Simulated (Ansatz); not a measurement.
Species: GeH₃, charge 0, doublet. GeH3 (SMILES [GeH3], doublet).
B3LYP-D3(BJ)/def2-TZVP minimum from Ansatz (an electronic-structure program):
```
Ge
H 1 1.5431
H 1 1.5431 2 110.72
H 1 1.5431 2 110.72 3 -123.21
```
Charge 0, spin multiplicity 2.

Total energies in aug-cc-pVDZ, 7 correlated electrons, 14 frozen orbitals. UHF or UKS for unpaired electrons; spin-orbit terms are left out. Correlated methods leave the cores frozen (noble-gas shells, and filled d and f shells in the p block). No relativity.

```tsv
method	program	energy (Eh)	minus CCSDTQ (mEh)
HF	Ansatz	-2077.03536	124.83
MP2	Ansatz	-2077.13057	29.62
CCSD	Ansatz	-2077.15696	3.23
CCSD(T)	Ansatz	-2077.15945	0.74
CCSDT(Q)	Ansatz	-2077.16018	0.01
CCSDTQ	Ansatz	-2077.16019	0.00
```

Rough core times of Ansatz's runs on a shared machine: CCSD(T) under 20 s, CCSDT(Q) under 20 s, CCSDTQ 7 min.
